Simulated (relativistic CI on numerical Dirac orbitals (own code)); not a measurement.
# Hyperfine structure of Ta³⁹⁺, mass number 181

Method of calculation: Dirac-Coulomb-Breit CI, orbitals from a KLI potential per configuration, QED by a radiative potential, unscaled Slater integrals (own radial code, finite nucleus).

Configurations in the expansion (outside the closed core [Ar] 3d10): 4s²4p⁴, 4s4p⁵, 4s²4p³4d, 4p⁶, 4s4p⁴4d, 4s²4p³4f, 4s4p⁴4f, 4p⁵4d, 4s4p³4d², 4s²4p²4d4f, 4p⁵4f, 4p⁴4d², 4p³4d³, 4p³4d²4f. Double excitations out of closed p, d and f shells are left out; levels of such configurations are missing from the list, as are those of other unlisted configurations, and high levels can miss mixing partners.

Nuclear spin I = 7/2, μ = 2.365 μN, Q = 3.17 b (tables of Stone and Pyykkö). The electronic factors are computed for point nuclear moments, without core polarisation or the Bohr-Weisskopf and QED corrections.

```json
{"Level": "4s²4p⁴ ³P2", "E (cm⁻¹)": "0", "A (GHz)": "36.83", "B (GHz)": "43"}
{"Level": "4s²4p⁴ ³P1", "E (cm⁻¹)": "687921", "A (GHz)": "-33.01", "B (GHz)": "-174"}
{"Level": "4s²4p⁴ ¹D2", "E (cm⁻¹)": "725165", "A (GHz)": "108.3", "B (GHz)": "-392"}
{"Level": "4s4p⁵ ³P°2", "E (cm⁻¹)": "1512784", "A (GHz)": "182.7", "B (GHz)": "-303"}
```

Levels with J = 0, under 50 % of one LS term, or S terms without an open s electron are left out. Small factors come from cancelling terms and can be off by tens of per cent or more.

At this charge energies of transitions that change n are usually good to better than 1 %, and those within a shell (Δn = 0) to a few per cent.

Q: Give the hyperfine levels of 4s²4p⁴ ³P2 relative to its centre of gravity.

A: With K = F(F + 1) − I(I + 1) − J(J + 1), E = AK/2 + B[¾K(K + 1) − I(I + 1)J(J + 1)]/[2I(2I − 1)J(2J − 1)]: F = 3/2: -308.4, F = 5/2: -235.6, F = 7/2: -122.8, F = 9/2: 40.65, F = 11/2: 268.6 GHz.

LS names give the leading component of a level, which can be under half, so a name can repeat, a term be missing and a line seem to break the LS rules.
